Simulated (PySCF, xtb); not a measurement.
H2MoO2S2, SMILES [S]=[Mo]([OH])([OH])=[S], multiplicity 1.

GFN2-xTB run with xtb at its own geometry gives an orbital gap of 2.02 eV and a dipole moment of 7.77 D.

Geometry optimised at PBE0-D3(BJ)/def2-SVP. The geometry has at least one imaginary mode, so it is a saddle point at that level. The multiplicity is an assumed one; no other spin state was optimised. The structure was generated by enumeration; whether it is a known compound was not checked. The def2 effective core potentials stand for the cores of Mo; spin–orbit coupling is left out. One conformer was computed; it need not be the lowest.

### Question
What does CAM-B3LYP/def2-TZVP run with PySCF give? (Estimate from the structure and the level; the computed values follow.)

### Answer
gap 6.10 eV (levels -8.23 and -2.13 eV), dipole 0.90 D.
